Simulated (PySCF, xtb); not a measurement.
Te(SH)(SeH) (H2SSeTe), SMILES S[Te][SeH]. Other conformers were not sampled.

Harmonic wavenumbers (cm⁻¹) from GFN2-xTB in xtb at its own minimum, in rising order: 101, 223, 231, 238, 353, 632, 726, 1972, 2422.

What does PBE0-D3(BJ)/def2-SVP (PySCF) give at its own minimum? (Estimate from the structure and the level; the computed values follow.)

104, 244, 285, 307, 351, 692, 764, 2426, 2697. Paired by order, the mean absolute difference is 109 cm⁻¹ and the zero-point energies are 9.9 and 11.3 kcal/mol.
